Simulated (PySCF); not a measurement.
Coordinates in bohr (charge 0 multiplicity 2):
```
Tc   -1.4944    0.0000   -0.9861
N    -4.2016    0.0000    0.3000
Br    2.6180    0.0000    1.1821
```

Computed with UB3LYP/[Tc def2-SVP with ECP28, N def2-SVP, Br def2-SVP], scalar-relativistic core potentials, density fitting, no spin–orbit coupling, PySCF.

This geometry of BrTcN is a stationary point at this level.

Task: What is the point group?

Result: Cs.

Task: Is it a minimum?

Result: Yes: all harmonic wavenumbers are real.

Task: What are the dipole moment and the gap between the highest occupied and lowest empty levels of either spin?

Result: 3.64 D and 2.37 eV.

Task: Give the atomic charges and bond orders.

Result: 
| atom | Mulliken | Löwdin | polar tensor | spin (Mulliken) | Mayer order to Tc1 |
| --- | --- | --- | --- | --- | --- |
| Tc1 | 0.46 | -0.13 | 1.10 | 1.17 | – |
| N2 | -0.17 | 0.10 | -0.58 | -0.18 | 2.97 |
| Br3 | -0.28 | 0.03 | -0.52 | 0.01 | 1.12 |

Only a few start shapes were tried, so a lower isomer may exist. With open d or f shells other occupations or spin states may lie lower.
